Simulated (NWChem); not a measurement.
System meant: SiCl3, doublet; SMILES Cl[Si](Cl)Cl

NWChem input:

```
start job
memory heap 200 mb stack 700 mb global 900 mb
geometry units angstroms noautoz
  Cl     1.882479    -0.464875    -0.150652
  Si     0.000000     0.000000     0.544603
  Cl    -1.343833    -1.397837    -0.150652
  Cl    -0.538646     1.862712    -0.150652
end
basis spherical
  * library def2-svp
end
dft
  odft
  mult 3
  xc b3lyp
  iterations 150
  mulliken
end
task dft energy
```

End of the output:

```
 Summary of "ao basis" -> "" (spherical)
 ------------------------------------------------------------------------------
       Tag                 Description            Shells   Functions and Types
 ---------------- ------------------------------  ------  ---------------------
 *                          def2-svp                  on all atoms

                                 NWChem DFT Module
                                 -----------------

 Summary of "ao basis" -> "ao basis" (spherical)
 ------------------------------------------------------------------------------
       Tag                 Description            Shells   Functions and Types
 ---------------- ------------------------------  ------  ---------------------
 Cl                         def2-svp                 8       18   4s3p1d
 Si                         def2-svp                 8       18   4s3p1d

 Summary of "ao basis" -> "ao basis" (spherical)
 ------------------------------------------------------------------------------
       Tag                 Description            Shells   Functions and Types
 ---------------- ------------------------------  ------  ---------------------
 Cl                         def2-svp                 8       18   4s3p1d
 Si                         def2-svp                 8       18   4s3p1d

      Symmetry analysis of basis
      --------------------------

        a          26
        e+         23
        e-         23

  Rotation of axis
  number of electrons :                   65
  multiplicity        :                    3
 ------------------------------------------------------------------------
  no. of electrons and multiplicity not compatible                  65
 ------------------------------------------------------------------------
 ------------------------------------------------------------------------
  current input line :
    19: task dft energy
 ------------------------------------------------------------------------
 ------------------------------------------------------------------------
 There is an error in the input file
 ------------------------------------------------------------------------
 For more information see the NWChem manual at https://nwchemgit.github.io

0: no. of electrons and multiplicity not compatible:Received an Error in Communication
```

**Question.** Find the fault in this run and fix the input.

**Answer.** The program refused the input. Cause: the multiplicity doesn't fit the number of electrons (an even count wants an odd multiplicity, and the reverse). This input runs:
```
start job
memory heap 200 mb stack 700 mb global 900 mb
geometry units angstroms noautoz
  Cl     1.882479    -0.464875    -0.150652
  Si     0.000000     0.000000     0.544603
  Cl    -1.343833    -1.397837    -0.150652
  Cl    -0.538646     1.862712    -0.150652
end
basis spherical
  * library def2-svp
end
dft
  odft
  mult 2
  xc b3lyp
  iterations 150
  mulliken
end
task dft energy
```
It converges to -1669.72238 Ha (B3LYP/def2-SVP, spin-unrestricted).
